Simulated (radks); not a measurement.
Problem. All-electron atom: V+ in [Ar] 3d4. All-electron calculation, scalar-relativistic Kohn-Sham, LDA (Slater exchange, Perdew-Wang correlation), spin-polarised, spherical densities, finite nucleus; open shells are filled with parallel spins first; Fermi nuclear charge, rms radius 3.6002 fm. Program: a radial shooting solver on a logarithmic mesh with Libxc functionals. Some entries of the table are withheld. Estimate them.

orbital  occ.  eigenvalue (eV)  <r^2> (bohr^2)  <1/r> (bohr^-1)
1s down     1        -5353.511        0.005958            22.80
1s up       1        -5353.500        0.005958            22.80
2s up       1        -603.1581          0.1131            4.784
2s down     1        -601.9465          0.1127            4.790
2p up       3        -504.8608         0.09300            4.694
2p down     3        -503.9198         0.09265            4.700
3s up       1         -73.7175           1.060            1.476
3s down     1         -70.4923           1.064            1.473
3p up       3         -48.0220           1.257            1.338
3p down     3         -44.8411           1.267            1.334
4s up       0         -10.1236           10.89           0.4213
3d up       4         -10.0506           3.077           0.9187
4s down     0          -8.5906           12.49           0.3923
3d down     0          -7.2202           3.851           0.8704
4p up       0          -6.1656           17.16              (1)
4p down     0          -5.1498           20.99              (2)
4d up       0          -2.0570           65.31           0.1837
4d down     0          -1.8377           83.17           0.1651

Solution. 
(1) 4p up <1/r> (bohr^-1): 0.3339
(2) 4p down <1/r> (bohr^-1): 0.2991
